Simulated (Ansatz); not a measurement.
Method: Ansatz (a program for electronic structure) with B3LYP-D3(BJ)/def2-TZVP. No frequencies were computed at this level.

Ansatz 0.2 input:
```yaml
crystal:
  periodic: [false, false, false]
  atoms:
    - { symbol: Si, position_ang: [-0.815786, -1.073205, 0.095515] }
    - { symbol: Si, position_ang: [-0.520661, 1.247159, 0.005722] }
    - { symbol: Si, position_ang: [1.336382, -0.173834, -0.101234] }
    - { symbol: H, position_ang: [-1.44386, -1.811365, -1.004683] }
    - { symbol: H, position_ang: [-1.259026, -1.744876, 1.321153] }
    - { symbol: H, position_ang: [-0.954992, 2.032934, -1.153453] }
    - { symbol: H, position_ang: [-0.770147, 2.099432, 1.172409] }
    - { symbol: H, position_ang: [2.306462, -0.254871, 0.995202] }
    - { symbol: H, position_ang: [2.121628, -0.321371, -1.33063] }
basis:
  gaussian: { orbitals: def2-tzvp }
hamiltonian:
  xc: b3lyp
  dispersion: d3bj
relax:
  max_steps: 150
```

Output:

```
Functional definition: B3LYP
1047 factors; their error is unknown
mean field evaluation 1: about -23730.6362 eV, gradient 1.6e1 eV
mean field evaluation 2: about -23731.2066 eV, gradient 1.1e1 eV
mean field evaluation 4: about -23731.6375 eV, gradient 3.5e-1 eV
mean field evaluation 8: about -23731.7114 eV, gradient 4.2e-3 eV
mean field -23731.71137718 eV, -872.1243071797 hartree, gradient 4.7e-5 eV, S^2 0.000000; 0 other end points of the search recorded, 0 dependent functions left out
reference -23731.71166483 eV, -872.1243177505 hartree; 24, 24 occupied and 123, 123 virtual orbitals, 1047 factors
relax step   1: F+E_penalty+E_count = -23732.12537277 eV  Δ(F+E_penalty+E_count) = +0.000e0 eV  max|allowed force component| = 4.077e-1 eV/Å  Δτ_max = 0.0000 Å  (23 SCF iters, accepted)
these checks for a lower state are left out or cut short: starts, cluster_reference, orbital_swaps, neighbouring_geometries, increment
1047 factors; their error is unknown
mean field evaluation 16: about -23731.7944 eV, gradient 1.1e-1 eV
mean field -23731.79444741 eV, -872.1273599542 hartree, gradient 1.4e-5 eV, S^2 0.000000; 0 other end points of the search recorded, 0 dependent functions left out
reference -23731.79473644 eV, -872.1273705758 hartree; 24, 24 occupied and 123, 123 virtual orbitals, 1047 factors
relax step   2: F+E_penalty+E_count = -23732.21361307 eV  Δ(F+E_penalty+E_count) = -8.824e-2 eV  max|allowed force component| = 4.707e-2 eV/Å  Δτ_max = 0.1073 Å  (27 SCF iters, accepted)
these checks for a lower state are left out or cut short: starts, cluster_reference, orbital_swaps, neighbouring_geometries, increment
1047 factors; their error is unknown
mean field -23731.79631274 eV, -872.1274285039 hartree, gradient 8.4e-5 eV, S^2 0.000000; 0 other end points of the search recorded, 0 dependent functions left out
reference -23731.79660155 eV, -872.1274391175 hartree; 24, 24 occupied and 123, 123 virtual orbitals, 1047 factors
relax step   3: F+E_penalty+E_count = -23732.21497470 eV  Δ(F+E_penalty+E_count) = -1.362e-3 eV  max|allowed force component| = 2.796e-2 eV/Å  Δτ_max = 0.0121 Å  (24 SCF iters, accepted)
these checks for a lower state are left out or cut short: starts, cluster_reference, orbital_swaps, neighbouring_geometries, increment
1047 factors; their error is unknown
mean field -23731.79638096 eV, -872.1274310109 hartree, gradient 1.2e-5 eV, S^2 0.000000; 0 other end points of the search recorded, 0 dependent functions left out
reference -23731.79666981 eV, -872.1274416261 hartree; 24, 24 occupied and 123, 123 virtual orbitals, 1047 factors
relax step   4: F+E_penalty+E_count = -23732.21500440 eV  Δ(F+E_penalty+E_count) = -2.970e-5 eV  max|allowed force component| = 3.996e-3 eV/Å  Δτ_max = 0.0006 Å  (20 SCF iters, accepted)
1047 factors; their error is unknown
mean field evaluation 32: about -23731.7233 eV, gradient 1.0e-1 eV
mean field -23731.79638096 eV, -872.1274310109 hartree, gradient 1.2e-5 eV, S^2 0.000000; 1 other end points of the search recorded, 0 dependent functions left out
reference -23731.79666981 eV, -872.1274416261 hartree; 24, 24 occupied and 123, 123 virtual orbitals, 1047 factors
Total energy: -23732.21529325 eV, -872.1428257537 hartree
Atom 0 at    -0.814515    -1.071621     0.095369 Å, force    -0.002440    -0.003212     0.000281 eV/Å
Atom 1 at    -0.519855     1.245266     0.005711 Å, force    -0.001558     0.003731     0.000021 eV/Å
Atom 2 at     1.334394    -0.173612    -0.101082 Å, force     0.003996    -0.000522    -0.000302 eV/Å
Atom 3 at    -1.406724    -1.757513    -1.074231 Å, force     0.000616     0.000722     0.001127 eV/Å
Atom 4 at    -1.211622    -1.687329     1.380799 Å, force     0.000428     0.000656    -0.001249 eV/Å
Atom 5 at    -0.933140     1.966390    -1.218339 Å, force     0.000428    -0.000766     0.001183 eV/Å
Atom 6 at    -0.738032     2.036579     1.236705 Å, force     0.000240    -0.000833    -0.001191 eV/Å
Atom 7 at     2.242299    -0.243982     1.065057 Å, force    -0.000949     0.000080    -0.001122 eV/Å
Atom 8 at     2.047196    -0.314173    -1.389988 Å, force    -0.000761     0.000146     0.001252 eV/Å
Dipole moment:     0.000004     0.000005    -0.000000 e Å
```

Cost: roughly 14 core-seconds.
